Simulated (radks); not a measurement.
The numbers below are computed, except where a source is named.
All-electron atom: Gd XVII in [Kr] 4d10 4f2 (the NIST ground configuration).

Code: a radial shooting solver on a logarithmic mesh with Libxc functionals. Model: scalar-relativistic Kohn-Sham, PBEsol, spin-polarised, spherical densities, finite nucleus; open shells are filled with parallel spins first (spin-orbit coupling, left out, can overturn this in heavy ions); Fermi nuclear charge, rms radius 5.1569 fm.

Energy parts (eV):
| part | energy |
|---|---|
| total | -304335.49 |
| kinetic | 326882.25 |
| electron-nucleus | -725209.85 |
| Hartree | 100309.32 |
| exchange-correlation | -6317.21 |

Orbitals (lengths in bohr, moments of r in powers of bohr; <r^-3> diverges for s and p1/2; r(max) is where P^2 peaks):
orbital,occ.,eigenvalue (eV),r(max),<r>,<r^-3>,<1/r>
1s up,1,-50427.57,0.01392,0.02191,-,71.62
1s down,1,-50427.58,0.01392,0.02191,-,71.62
2s up,1,-8621.094,0.07904,0.09332,-,16.61
2s down,1,-8621.062,0.07904,0.09332,-,16.61
2p up,3,-7712.353,0.06395,0.08239,11420,15.51
2p down,3,-7712.333,0.06395,0.08239,11420,15.51
3s up,1,-2187.124,0.2243,0.2444,-,6.099
3s down,1,-2185.845,0.2243,0.2443,-,6.102
3p up,3,-1905.468,0.2201,0.2429,2398,5.736
3p down,3,-1904.198,0.2201,0.2427,2401,5.739
3d up,5,-1533.184,0.1801,0.2210,323.3,5.442
3d down,5,-1532.207,0.1800,0.2209,323.7,5.445
4s up,1,-707.2141,0.5106,0.5409,-,2.636
4s down,1,-704.6397,0.5106,0.5410,-,2.634
4p up,3,-611.7570,0.5306,0.5667,576.0,2.446
4p down,3,-609.2322,0.5306,0.5669,575.0,2.444
4d up,5,-479.3573,0.5442,0.5969,68.72,2.211
4d down,5,-476.8650,0.5443,0.5973,68.55,2.209
4f up,2,-332.3936,0.5097,0.6282,12.69,1.896
4f down,0,-329.8282,0.5103,0.6294,12.66,1.893

The highest occupied level is 4f up at -332.39 eV. Spin moment in Bohr magnetons: 2.
